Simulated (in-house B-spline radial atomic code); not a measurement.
Settings and results of a run for Sb+. Computed with an all-electron radial atomic-structure program (B-spline basis): non-relativistic B3LYP, spherical fractional occupations, point nucleus, inside a hard spherical wall at 3.73 bohr.

Command:
```bash
python run_scf.py task.json out
```
Settings:
```
Z                51
configuration    [Kr] 4d10 5s1 5p2 5f1
hamiltonian      nr
method           b3lyp
spin_polarised   False
wall_radius      3.73
```

Output (hartree, bohr):
```
 radial grid: 44 intervals, B-splines of order 8, outer radius 3.73 bohr

 iter        energy (Eh)    residual
    1       -6310.022404    6.22e-01
    2       -6310.926866    2.51e-01
    3       -6312.804018    2.81e-02
    4       -6312.821821    6.11e-03
    5       -6312.821976    1.35e-03
    6       -6312.821986    3.52e-04
    7       -6312.821989    7.79e-05
    8       -6312.821990    2.32e-06
    9       -6312.821990    3.29e-08

 total energy                     -6312.82199
 kinetic                            6316.0328
 electron-nucleus                 -15006.5256
 Hartree                            2543.9647
 exact exchange                      -32.6249
 exchange-correlation               -133.6691

 orbital      occ     eigenvalue          <r>       <r^2>       <1/r>     <1/r^2>       r_max
 1s         2.000     -1074.7873    0.0298204   0.0011894     50.4704     5112.82     0.01975
 2s         2.000      -160.4349     0.128639   0.0194334     11.5549     542.263      0.1092
 2p         6.000      -150.2685     0.109685   0.0146278     11.5592     180.942     0.08549
 3s         2.000       -31.6342     0.343653    0.134786     4.18621     107.457      0.3125
 3p         6.000       -27.3996     0.334471    0.129588     4.10842     35.6886       0.299
 3d        10.000       -19.5543      0.30533    0.110353      3.9693     19.7005      0.2447
 4s         2.000        -5.2791     0.823905    0.767692      1.6686     22.2464      0.7503
 4p         6.000        -3.8347     0.870143    0.864669     1.55913     7.06119      0.7754
 4d        10.000        -1.4186      1.03567     1.26523     1.28287     3.04213      0.8477
 5s         1.000        -0.4914      2.00895     4.40049    0.626369     3.34926       1.932
 5p         2.000        -0.1246      2.13011     4.91987    0.586704     1.15609       2.124
 5f         1.000         1.7693      1.79832     4.17864    0.803655    0.945289      0.9573
```

Cost of the run: 0.08 s on 1 thread of Arm Neoverse V2 (shared host).

Caution: exact exchange at fractional occupations of open shells leaves self-interaction of up to several eV.
